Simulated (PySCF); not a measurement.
C₃H₅, SMILES [CH2]C=C, multiplicity 2. The structure is a stationary point at ωB97X-D3(BJ)/def2-TZVP. The isomer is the one that the SMILES or the coordinates give; other isomers of the formula were not compared.

All values below come from ωB97X-D3(BJ)/def2-TZVP (PySCF 2.14.0).

Harmonic wavenumbers (cm⁻¹): 432, 536, 561, 808, 832, 940, 1023, 1048, 1189, 1287, 1426, 1517, 1531, 3166, 3167, 3175, 3266, 3269. Rotational constants (GHz): 54.49, 10.43, 8.756; symmetry number 2.

Task: Work out the zero-point energy and the ideal-gas rigid-rotor harmonic-oscillator thermochemistry at 298.15 K and 1 atm.

Result: ZPE = ½ Σ hcν = ½ × 29174 cm⁻¹ = 174.50 kJ/mol. H − E(el) = 186.94 kJ/mol. Entropy in J/(mol K): translation 155.08, rotation 85.01, vibration 11.40, spin 5.76, total 257.26. G − E(el) = 110.24 kJ/mol. Cp = 61.10 J/(mol K).
